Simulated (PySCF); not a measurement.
## Simulated absorption spectrum

C5H6FNO2.
Geometry (GFN2-xTB, Å), atoms numbered from 1 in this order:
```xyz
15
C5H6FNO2 angstrom
N      2.524   -1.126    1.251
C      1.915   -0.655    0.407
C      1.104   -0.074   -0.655
C      0.529    1.282   -0.209
O     -0.406    1.103    0.844
C     -1.417    0.230    0.514
F     -2.234    0.808   -0.442
C     -0.904   -1.112   -0.021
O      0.053   -0.942   -1.043
H      1.728    0.053   -1.548
H      0.038    1.759   -1.067
H      1.306    1.936    0.189
H     -2.035    0.095    1.410
H     -1.726   -1.670   -0.471
H     -0.480   -1.679    0.820
```

Level of theory: TDDFT PBE0/def2-SVPD, vertical, gas phase, core orbitals frozen in the response in PySCF 2.14.0, density-fitted response routines.

Each state is given a Gaussian of 0.3 eV full width at half maximum, with ε(max) = 2.175×10⁸ f / Δν̃ (Δν̃ the width in cm⁻¹). The width is an assumption, not a result. The curve ends short of the highest state used, and states not computed would add to its high-energy end.

(E (eV), ε (L mol⁻¹ cm⁻¹)): (6.26, 0), (6.29, 1), (6.32, 1), (6.35, 2), (6.38, 4), (6.41, 8), (6.44, 13), (6.48, 25), (6.51, 37), (6.54, 52), (6.57, 69), (6.60, 87), (6.63, 104), (6.66, 117), (6.69, 125), (6.72, 126), (6.75, 121), (6.78, 109), (6.81, 94), (6.84, 76), (6.88, 54), (6.91, 42), (6.94, 34), (6.97, 35), (7.00, 46), (7.03, 71), (7.06, 116), (7.09, 185), (7.12, 283), (7.15, 412), (7.18, 569), (7.21, 745), (7.24, 925), (7.27, 1093), (7.31, 1266), (7.34, 1345), (7.37, 1377), (7.40, 1373), (7.43, 1350), (7.46, 1329), (7.49, 1326), (7.52, 1351), (7.55, 1401), (7.58, 1462)

Problem. Locate the maxima and give the states behind the curve.

Solution. 185 nm (6.71 eV), ε about 130, made up of S1 (100%); 168 nm (7.38 eV), ε about 1400, made up of S2 (81%) and S3 (11%) (hardly more than a shoulder) (ε in L mol⁻¹ cm⁻¹; maxima over ε = 5, shares over 10%). At its high-energy end, 7.58 eV, the curve is still rising (ε about 1500, from S2, S3 and S4). The states used: S1 6.71 eV (f 0.0014); S2 7.34 eV (f 0.013); S3 7.49 eV (f 0.0024); S4 7.66 eV (f 0.015); S5 7.97 eV (f 0.010); S6 8.18 eV (f 0.013).

Problem. On this curve, what absorbance would a 10⁻³ mol/L sample give at 193 nm over a 1 cm path?

Solution. 193 nm is 6.424 eV, where ε is about 10 L mol⁻¹ cm⁻¹, so A = ε c l ≈ 0.01 (Beer–Lambert, with the gas-phase spectrum and the assumed width).

Problem. What would ε be at 7.38 eV, the highest of these maxima, with half the width (0.15 eV)?

Solution. About 1970 L mol⁻¹ cm⁻¹ against 1380, a factor of about 1.4; a lone state at its own centre would give exactly 2.

Problem. Coming from long wavelengths, where does ε first pass 100 L mol⁻¹ cm⁻¹?

Solution. At about 187 nm (6.62 eV), 0.09 eV below S1.

The run took 55 s wall on one thread of an Arm Neoverse V2 (shared host), and the process peaked at 0.90 GiB of memory.

One conformer stands for the species.
